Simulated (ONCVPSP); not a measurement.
Before and after: ONCV potential for oxygen

```
Element                 : O
Generator               : ONCVPSP 4.0.1
Type                    : optimised norm-conserving Vanderbilt (ONCV)
Functional              : LDA (Perdew-Zunger)
Relativity              : scalar-relativistic
Frozen core             : [He]
Valence charge          : 6
Reference configuration : 2s2 2p3.75 (charge +0.25)
Partial waves           : 2s: rc 0.75 bohr, ncon 4, nbas 8, qcut 7.8 1/bohr, 1 projector; 2p: rc 1.65 bohr, ncon 4, nbas 8, qcut 10.5 1/bohr, 2 projectors, debl 2.8 Ha; d scattering state at 0.11 Ha: rc 1.60 bohr, ncon 4, nbas 7, qcut 6.8 1/bohr, 2 projectors, debl 4 Ha
Local potential         : polynomial inside 0.55 bohr (lpopt 4, dvloc0 1 Ha)
Core correction         : none
```

All-electron outer shells of the reference configuration (LDA (Perdew-Zunger), scalar-relativistic, ld1.x):

```
shell  level (eV)  outermost node (bohr)  outermost maximum (bohr)
   1s     -515.06                      –                      0.13
   2s      -27.34                   0.28                      0.87
   2p      -12.69                      –                      0.81
```

Change: s: qcut 7.2; p: qcut 9.7; d: qcut 6.3.

Cutoffs: the cutoffs (Ha) at which the residual kinetic energy of the hardest occupied pseudo-wave falls to 1 and 0.1 mHa per electron; they do not see the model core or the augmentation charge, which bear on the density cutoff. Errors are all-electron minus pseudo energies relative to the spin-unpolarised reference configuration.

**Question.** Predict the effect on cutoff, ghosts and configuration errors.

**Answer.** The potential gets harder (77 Ha and 272 Ha → 138 Ha and 288 Ha); of the 4 tests that both files solve, the error grows in 2 and shrinks in 0 by more than 15 % and 0.3 meV (median size 59.6 → 63.9 meV); the range in which the d phases agree narrows (upper end at the end of the scan → 3.9); neither file shows a bound ghost.

| quantity | base | changed |
| --- | --- | --- |
| cutoff, loose | 77 Ha | 138 Ha |
| cutoff, tight | 272 Ha | 288 Ha |
| loose cutoff by channel | s 77 Ha, p 31 Ha | s 138 Ha, p 29 Ha |
| bound ghosts | none | none |
| GHOST(+) flags under 300 eV | d at 166.9 eV | d at 106.7 eV |
| error for 2s2 2p4, meV [ΔE -2.73 eV] | +1.1 | +1.3 |
| error for 2s2 2p3, meV [ΔE 13.85 eV] | +19 | +23 |
| error for 2s2 2p2, meV [ΔE 47.56 eV] | +207 | +239 |
| error for 2s0 2p6, meV [ΔE 26.50 eV] | +100 | +105 |
| s: phases at 0.76 bohr within 0.05 rad from the reference energy up to (Ha; the scan ends near 5) | to the end of the scan | to the end of the scan |
| p: phases at 1.68 bohr within 0.05 rad from the reference energy up to (Ha; the scan ends near 5) | to the end of the scan | to the end of the scan |
| d: phases at 1.63 bohr within 0.05 rad from the reference energy up to (Ha; the scan ends near 5) | to the end of the scan | 3.9 |
